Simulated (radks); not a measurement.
Species: Se+. Configuration: [Ar] 3d10 4s2 4p3.

All-electron calculation, Dirac Kohn-Sham, PBE, spin-unpolarised, spherical densities, point nucleus; open shells fill j = l - 1/2 first. Program: a radial shooting solver on a logarithmic mesh with Libxc functionals.

Energy parts (hartree):
| part | energy |
|---|---|
| total | -2429.72860 |
| kinetic | 2488.04239 |
| electron-nucleus | -5854.50159 |
| Hartree | 1024.34328 |
| exchange-correlation | -87.61267 |

Orbitals (lengths in bohr, moments of r in powers of bohr; r(max) is where P^2 peaks; r(90%) holds 90 % of the orbital's charge):
| orbital | occ. | eigenvalue (hartree) | r(90%) | r(max) | <r> | <r^2> | small-component weight |
|---|---|---|---|---|---|---|---|
| 1s1/2 | 2 | -459.7872 | 0.0788 | 0.02880 | 0.04408 | 0.002616 | 1.52e-02 |
| 2s1/2 | 2 | -59.41849 | 0.303 | 0.1645 | 0.1957 | 0.04521 | 2.98e-03 |
| 2p1/2 | 2 | -53.34251 | 0.276 | 0.1296 | 0.1685 | 0.03486 | 2.97e-03 |
| 2p3/2 | 4 | -51.80780 | 0.281 | 0.1327 | 0.1723 | 0.03632 | 2.91e-03 |
| 3s1/2 | 2 | -8.22379 | 0.856 | 0.5024 | 0.5739 | 0.3793 | 7.06e-04 |
| 3p1/2 | 2 | -6.14608 | 0.892 | 0.4947 | 0.5823 | 0.3981 | 6.54e-04 |
| 3p3/2 | 4 | -5.93022 | 0.907 | 0.5033 | 0.5929 | 0.4125 | 6.37e-04 |
| 3d3/2 | 4 | -2.35105 | 1.04 | 0.4512 | 0.6274 | 0.4923 | 5.13e-04 |
| 3d5/2 | 6 | -2.31815 | 1.05 | 0.4540 | 0.6318 | 0.4992 | 5.08e-04 |
| 4s1/2 | 2 | -0.98365 | 2.59 | 1.496 | 1.746 | 3.484 | 1.01e-04 |
| 4p1/2 | 2 | -0.57450 | 3.19 | 1.732 | 2.098 | 5.104 | 7.08e-05 |
| 4p3/2 | 1 | -0.55829 | 3.24 | 1.763 | 2.136 | 5.286 | 6.86e-05 |

The highest occupied level is 4p3/2 at -15.192 eV. Summed over all electrons, <r^2> = 30.94 bohr^2, which gives a Langevin (diamagnetic) susceptibility term of -24.5 x 10^-6 cm^3/mol. For comparison, the ionisation energy in NIST's Atomic Spectra Database is 21.20 eV (measured). In exact Kohn-Sham theory the highest level is minus the ionisation energy, but local and semilocal functionals leave it too shallow, through self-interaction and a potential that decays too fast; potentials with the right tail come closer. The density falls to 0.001 e/bohr^3 at r = 3.90 bohr.

Beside tabulated values, note that spin-unpolarised runs miss the spin-polarisation part of the exchange energy of open shells.
